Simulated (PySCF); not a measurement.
**Mayer bond orders and bond lengths**

C3H11NSi2.
Numbering: `[SiH3:1][SiH2:2][NH:3][CH:4]1[CH2:5][CH2:6]1` (hydrogens: H7, H8, H9 on Si1; H10, H11 on Si2; H12 on N3; H13 on C4; H14, H15 on C5; H16, H17 on C6)

Cartesian coordinates in Å at the GFN2-xTB level; atoms count from 1:
```xyz
17
C3H11NSi2 angstrom
Si     3.197    0.011   -0.440
Si     1.364   -0.130    0.938
N     -0.009    0.290   -0.016
C     -1.326    0.338    0.519
C     -2.499    0.615   -0.365
C     -2.325   -0.751    0.243
H      3.372   -1.171   -1.293
H      3.203    1.154   -1.358
H      4.420    0.114    0.359
H      1.335    0.830    2.052
H      1.234   -1.456    1.581
H     -0.017    0.045   -0.995
H     -1.325    0.767    1.513
H     -3.291    1.248    0.004
H     -2.321    0.719   -1.426
H     -2.023   -1.557   -0.409
H     -2.996   -1.055    1.031
```

Bond orders from the PBE0/pcSseg-1 density (PySCF). One conformer (not necessarily the lowest) at the GFN2-xTB geometry, without solvent, vibrations or thermal averaging.

(1) How far do the computed orders between heavy atoms stray from the drawn ones?

(2) Set the Mayer orders of the bonds beside their lengths.

## Answers

(1) The largest departure is 0.071, at Si1–Si2 (drawn single, 0.929).

(2) 
```json
{"bond": "Si1–Si2", "drawn as": "single", "length (Å)": "2.298", "Mayer order": "0.929"}
{"bond": "Si2–N3", "drawn as": "single", "length (Å)": "1.723", "Mayer order": "0.988"}
{"bond": "N3–C4", "drawn as": "single", "length (Å)": "1.422", "Mayer order": "0.980"}
{"bond": "C4–C5", "drawn as": "single", "length (Å)": "1.495", "Mayer order": "0.967"}
{"bond": "C5–C6", "drawn as": "single", "length (Å)": "1.505", "Mayer order": "0.956"}
{"bond": "C6–C4", "drawn as": "single", "length (Å)": "1.503", "Mayer order": "0.946"}
{"bond": "Si1–H7", "drawn as": "single", "length (Å)": "1.468", "Mayer order": "0.930"}
{"bond": "Si1–H8", "drawn as": "single", "length (Å)": "1.466", "Mayer order": "0.933"}
{"bond": "Si1–H9", "drawn as": "single", "length (Å)": "1.464", "Mayer order": "0.937"}
{"bond": "Si2–H10", "drawn as": "single", "length (Å)": "1.471", "Mayer order": "0.921"}
{"bond": "Si2–H11", "drawn as": "single", "length (Å)": "1.479", "Mayer order": "0.872"}
{"bond": "N3–H12", "drawn as": "single", "length (Å)": "1.009", "Mayer order": "0.923"}
{"bond": "C4–H13", "drawn as": "single", "length (Å)": "1.082", "Mayer order": "0.946"}
{"bond": "C5–H14", "drawn as": "single", "length (Å)": "1.079", "Mayer order": "0.956"}
{"bond": "C5–H15", "drawn as": "single", "length (Å)": "1.080", "Mayer order": "0.956"}
{"bond": "C6–H16", "drawn as": "single", "length (Å)": "1.080", "Mayer order": "0.955"}
{"bond": "C6–H17", "drawn as": "single", "length (Å)": "1.079", "Mayer order": "0.956"}
```

Bonds between the same two heavy elements. C–C: lowest C6–C4 (0.946, 1.503 Å), highest C4–C5 (0.967, 1.495 Å).

Question: Sum the orders of all bonds at each heavy atom with more than one neighbour and set the sums beside the valence in the SMILES.

Answer: Si1 3.729 (drawn 4), Si2 3.710 (drawn 4), N3 2.891 (drawn 3), C4 3.839 (drawn 4), C5 3.835 (drawn 4), C6 3.813 (drawn 4). Orders between atoms that aren't bonded are not in these sums.

For a closed shell the Mayer order of atoms A and B is Σ (PS)μν (PS)νμ over the basis functions μ on A and ν on B, with P the density and S the overlap matrix.

These values come from a run that also computed NMR shieldings. On Arm Neoverse V1, one thread, shared host with 32 logical CPUs at a one-minute load of 9.4, this took 21 s wall and 0.77 GiB of memory at its peak.
